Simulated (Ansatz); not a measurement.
Basis-set series for C$_{2}$H$_{3}$BFNO (`FC/N=C1/BO1`). Charge 0, multiplicity 1. The structure was optimised at the PBE0-D4/def2-TZVP level. It is one conformer, not always the lowest.

```
functional       basis  functions  energy (Eh)  HOMO (eV)  LUMO (eV)
   PBE0-D4    def2-SVP         99   -332.03093      -7.69      -1.50
   PBE0-D4  def2-QZVPP        432   -332.43530      -7.86      -1.72
   ωB97M-V    def2-SVP         99   -332.28070      -9.94       0.72
   ωB97M-V  def2-QZVPP        432   -332.69485     -10.14       0.34
```

**Question.** Give the rows for def2-TZVPP. (An estimate is asked.)

**Answer.** Computed: 
```csv
functional,basis,functions,energy (Eh),HOMO (eV),LUMO (eV)
PBE0-D4,def2-TZVPP,228,-332.41755,-7.83,-1.67
ωB97M-V,def2-TZVPP,228,-332.67831,-10.11,0.44
```

Positive LUMOs are unbound and depend on the basis.
